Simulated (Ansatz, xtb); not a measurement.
# Relative energy of two structures of FGaHNP−

We compare I, a singlet given by its coordinates, with II, a singlet given by its coordinates. Both are isolated ions in the gas phase, relaxed with BLYP-D3(BJ)/def2-SVPD.

I (Å):

| atom | x (Å) | y (Å) | z (Å) |
| --- | --- | --- | --- |
| F | -0.9787 | 0.8884 | -1.4042 |
| Ga | 1.7518 | -0.8386 | -0.1634 |
| N | 0.0849 | -0.4042 | 0.8077 |
| P | -0.7912 | -0.7337 | -0.6401 |
| H | -0.3652 | -0.0642 | 1.6655 |

Close contacts (Å): F1–P4 1.80, Ga2–N3 1.98, Ga2–P4 2.59, N3–P4 1.72, N3–H5 1.03.

II (Å):

| atom | x (Å) | y (Å) | z (Å) |
| --- | --- | --- | --- |
| F | -3.8016 | 0.1420 | 1.3106 |
| Ga | -2.1471 | -0.4286 | 2.1042 |
| N | -1.4511 | -1.6339 | 0.6902 |
| P | -0.3883 | -2.6202 | 0.0464 |
| H | 0.5880 | -1.7458 | -0.7215 |

Close contacts (Å): F1–Ga2 1.92, Ga2–N3 1.98, N3–P4 1.59, P4–H5 1.52.

Question: Estimate E(II) − E(I) at the level CCSD(T)/def2-SVPD + ΔMP2/def2-TZVPPD.

Answer: Not settled: CCSD(T)/def2-SVPD + ΔMP2/def2-TZVPPD gives E(II) − E(I) = +10.2 kJ/mol, but this leans on the basis-set step: CCSD(T) alone gives +4.1 kJ/mol.

The same difference at several levels:

```
                               level               geometry  E(II) − E(I) (kJ/mol)  departure from the last row (kJ/mol)  job, with rough time for the two
               BLYP-D3(BJ)/def2-SVPD  BLYP-D3(BJ)/def2-SVPD                    +8.4                                  −1.8                optimisation, 30 s
                        HF/def2-SVPD  BLYP-D3(BJ)/def2-SVPD                    +7.4                                  −2.8           part of the CCSD(T) run
                       MP2/def2-SVPD  BLYP-D3(BJ)/def2-SVPD                    +4.2                                  −6.0           part of the CCSD(T) run
                   CCSD(T)/def2-SVPD  BLYP-D3(BJ)/def2-SVPD                    +4.1                                  −6.1                      single point
CCSD(T)/def2-SVPD + ΔMP2/def2-TZVPPD  BLYP-D3(BJ)/def2-SVPD                   +10.2                                                      single point, 38 s
```

The largest departure from CCSD(T)/def2-SVPD + ΔMP2/def2-TZVPPD is that of CCSD(T)/def2-SVPD, 6.1 kJ/mol. Levels run at GFN2-xTB geometries aren't shown. The last row adds to CCSD(T) the change of the MP2 difference between the two basis sets, here +6.1 kJ/mol.

With harmonic frequencies from BLYP-D3(BJ)/def2-SVPD (ideal gas, rigid rotor, one conformer each, 298.15 K, 1 atm): on the last row, ΔE + ΔZPE = −2.2 kJ/mol. A mode under 50 cm⁻¹ makes harmonic enthalpies and free energies unreliable, so none is given.

The T1 diagnostic of structure I is large, so the coupled-cluster value is less sure. The correlated steps freeze 16 core orbitals; the filled d shell of Ga is correlated, in a basis made for valence electrons. Codes used: Ansatz 0.2.0; the last row on 2 threads of Arm Neoverse V1 on a shared host.
